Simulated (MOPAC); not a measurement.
A run for MOPAC: PM3 on C3H8O2 (SMILES OCCCO).

```
PM3 1SCF PRECISE CHARGE=0 THREADS=1
C3H8O2

O      1.17931074 1     1.38018998 1     0.12972927 1
C      1.15167835 1    -0.01317767 1     0.47310504 1
C      0.07248040 1    -0.79056986 1    -0.26860288 1
C     -1.33987636 1    -0.28409570 1     0.00788673 1
O     -1.58034175 1     1.01342201 1    -0.51458182 1
H      1.47236245 1     1.46226170 1    -0.78504834 1
H      2.13633164 1    -0.46169561 1     0.30431948 1
H      0.95920957 1    -0.03427951 1     1.54743680 1
H      0.14079759 1    -1.84122945 1     0.03427849 1
H      0.26276388 1    -0.75710295 1    -1.34687071 1
H     -1.52764170 1    -0.30802672 1     1.09144980 1
H     -2.07161995 1    -0.94249473 1    -0.46301400 1
H     -0.85545492 1     1.57679848 1    -0.21008786 1
```

The log:

```
*******************************************************************************
 **                                                                           **
 **                              MOPAC v23.2.5                                **
 **                                                                           **
 *******************************************************************************
 ** MOPAC's Digital Object Identifier: https://doi.org/10.5281/zenodo.6511958 **
 **                                                                           **
 ** Please cite the open-source release paper for use of this MOPAC version:  **
 ** J. E. Moussa and J. J. P. Stewart (2026)                                  **
 ** MOPAC: An open-source semiempirical molecular orbital program             **
 ** J. Open Source Softw., 11(119), 8025, https://doi.org/10.21105/joss.08025 **
 *******************************************************************************

                              PM3 CALCULATION RESULTS

 *******************************************************************************
 *  PM3        - The PM3 Hamiltonian to be used
 *
 *
 *
 *                 CHARGE ON SYSTEM = 0
 *
 *
 *
 *  PRECISE    - TIGHTER CRITERIA TO BE USED
 *  1SCF       - DO 1 SCF AND THEN STOP
 *  THREADS=1  - MULTI-THREADING NOT USED
 *  T=         - A TIME OF 172800.0 SECONDS REQUESTED
 *  DUMP=N     - RESTART FILE WRITTEN EVERY 7200.0 SECONDS REQUESTED
 *******************************************************************************
PM3 1SCF PRECISE CHARGE=0 THREADS=1
 C3H8O2

   ATOM   CHEMICAL          X               Y               Z
  NUMBER   SYMBOL      (ANGSTROMS)     (ANGSTROMS)     (ANGSTROMS)

     1       O          1.17931074  *   1.38018998  *   0.12972927  *
     2       C          1.15167835  *  -0.01317767  *   0.47310504  *
     3       C          0.07248040  *  -0.79056986  *  -0.26860288  *
     4       C         -1.33987636  *  -0.28409570  *   0.00788673  *
     5       O         -1.58034175  *   1.01342201  *  -0.51458182  *
     6       H          1.47236245  *   1.46226170  *  -0.78504834  *
     7       H          2.13633164  *  -0.46169561  *   0.30431948  *
     8       H          0.95920957  *  -0.03427951  *   1.54743680  *
     9       H          0.14079759  *  -1.84122945  *   0.03427849  *
    10       H          0.26276388  *  -0.75710295  *  -1.34687071  *
    11       H         -1.52764170  *  -0.30802672  *   1.09144980  *
    12       H         -2.07161995  *  -0.94249473  *  -0.46301400  *
    13       H         -0.85545492  *   1.57679848  *  -0.21008786  *



          CARTESIAN COORDINATES

    NO.       ATOM           X           Y           Z

     1         O          1.1793      1.3802      0.1297
     2         C          1.1517     -0.0132      0.4731
     3         C          0.0725     -0.7906     -0.2686
     4         C         -1.3399     -0.2841      0.0079
     5         O         -1.5803      1.0134     -0.5146
     6         H          1.4724      1.4623     -0.7850
     7         H          2.1363     -0.4617      0.3043
     8         H          0.9592     -0.0343      1.5474
     9         H          0.1408     -1.8412      0.0343
    10         H          0.2628     -0.7571     -1.3469
    11         H         -1.5276     -0.3080      1.0914
    12         H         -2.0716     -0.9425     -0.4630
    13         H         -0.8555      1.5768     -0.2101

  H: (PM3): J. J. P. STEWART, J. COMP. CHEM. 10, 209 (1989).
  C: (PM3): J. J. P. STEWART, J. COMP. CHEM. 10, 209 (1989).
  O: (PM3): J. J. P. STEWART, J. COMP. CHEM. 10, 209 (1989).

           Empirical Formula: C3 H8 O2  =    13 atoms



      MOLECULAR POINT GROUP   :   C1


      RHF CALCULATION, NO. OF DOUBLY OCCUPIED LEVELS = 16


 -------------------------------------------------------------------------------
 PM3 1SCF PRECISE CHARGE=0 THREADS=1
 C3H8O2



     1SCF WAS SPECIFIED, SO BFGS WAS NOT USED
     SCF FIELD WAS ACHIEVED


                              PM3 CALCULATION
                                                       MOPAC v23.2.5 Linux




          FINAL HEAT OF FORMATION =       -102.33994 KCAL/MOL =    -428.19030 KJ/MOL


          COSMO AREA              =        113.29 SQUARE ANGSTROMS
          COSMO VOLUME            =        100.02 CUBIC ANGSTROMS

          IONIZATION POTENTIAL    =         10.986315 EV
          HOMO LUMO ENERGIES (EV) =        -10.986  2.894
          NO. OF FILLED LEVELS    =         16
          MOLECULAR WEIGHT        =         76.0950         POINT GROUP:  C1

          MOLECULAR DIMENSIONS (Angstroms)

            Atom       Atom       Distance
            H    12    H     7     4.30428
            H    13    H     9     3.51155
            H     8    H    10     2.73225


          SCF CALCULATIONS        =          1





   ATOM   CHEMICAL          X               Y               Z
  NUMBER   SYMBOL      (ANGSTROMS)     (ANGSTROMS)     (ANGSTROMS)

     1       O          1.17931074  *   1.38018998  *   0.12972927  *
     2       C          1.15167835  *  -0.01317767  *   0.47310504  *
     3       C          0.07248040  *  -0.79056986  *  -0.26860288  *
     4       C         -1.33987636  *  -0.28409570  *   0.00788673  *
     5       O         -1.58034175  *   1.01342201  *  -0.51458182  *
     6       H          1.47236245  *   1.46226170  *  -0.78504834  *
     7       H          2.13633164  *  -0.46169561  *   0.30431948  *
     8       H          0.95920957  *  -0.03427951  *   1.54743680  *
     9       H          0.14079759  *  -1.84122945  *   0.03427849  *
    10       H          0.26276388  *  -0.75710295  *  -1.34687071  *
    11       H         -1.52764170  *  -0.30802672  *   1.09144980  *
    12       H         -2.07161995  *  -0.94249473  *  -0.46301400  *
    13       H         -0.85545492  *   1.57679848  *  -0.21008786  *

                             CARTESIAN COORDINATES

   1    O        1.179310740     1.380189980     0.129729270
   2    C        1.151678350    -0.013177670     0.473105040
   3    C        0.072480400    -0.790569860    -0.268602880
   4    C       -1.339876360    -0.284095700     0.007886730
   5    O       -1.580341750     1.013422010    -0.514581820
   6    H        1.472362450     1.462261700    -0.785048340
   7    H        2.136331640    -0.461695610     0.304319480
   8    H        0.959209570    -0.034279510     1.547436800
   9    H        0.140797590    -1.841229450     0.034278490
  10    H        0.262763880    -0.757102950    -1.346870710
  11    H       -1.527641700    -0.308026720     1.091449800
  12    H       -2.071619950    -0.942494730    -0.463014000
  13    H       -0.855454920     1.576798480    -0.210087860


           Empirical Formula: C3 H8 O2  =    13 atoms



      MOLECULAR POINT GROUP   :   C1


                  EIGENVALUES
 -40.28443 -36.35717 -31.91640 -25.31466 -21.53104 -18.21168 -17.34792 -16.77689
 -15.72940 -15.00743 -14.41103 -13.49827 -12.61774 -12.46161 -11.31578 -10.98631
   2.89438   3.10910   3.41065   3.52383   3.72310   3.95311   4.18575   4.34182
   4.50632   4.74813   5.22023   5.83321


              NET ATOMIC CHARGES AND DIPOLE CONTRIBUTIONS

  ATOM NO.   TYPE          CHARGE      No. of ELECS.   s-Pop       p-Pop
    1          O          -0.321684        6.3217     1.81863     4.50305
    2          C           0.066812        3.9332     1.15267     2.78051
    3          C          -0.186677        4.1867     1.17592     3.01076
    4          C           0.081502        3.9185     1.14715     2.77135
    5          O          -0.331992        6.3320     1.81858     4.51341
    6          H           0.191382        0.8086     0.80862
    7          H           0.031086        0.9689     0.96891
    8          H           0.057655        0.9423     0.94235
    9          H           0.065654        0.9343     0.93435
   10          H           0.062785        0.9372     0.93721
   11          H           0.025623        0.9744     0.97438
   12          H           0.049503        0.9505     0.95050
   13          H           0.208350        0.7916     0.79165
 DIPOLE           X         Y         Z       TOTAL
 POINT-CHG.     1.003    -1.382     0.187     1.718
 HYBRID         0.758    -0.249    -0.250     0.836
 SUM            1.761    -1.632    -0.063     2.401


          ATOMIC ORBITAL ELECTRON POPULATIONS

     Atom    s        px        py        pz
    1  O   1.81863   1.90705   1.23718   1.35883
    2  C   1.15267   0.96016   0.83358   0.98677
    3  C   1.17592   0.98479   1.00881   1.01716
    4  C   1.14715   0.92846   0.87369   0.96920
    5  O   1.81858   1.54088   1.19858   1.77396
    6  H   0.80862
    7  H   0.96891
    8  H   0.94235
    9  H   0.93435
   10  H   0.93721
   11  H   0.97438
   12  H   0.95050
   13  H   0.79165

 **********************
 *                    *
 * JOB ENDED NORMALLY *
 *                    *
 **********************




 == MOPAC DONE ==
```

The run finished.

Cost: around 0.03 core-seconds (rough).
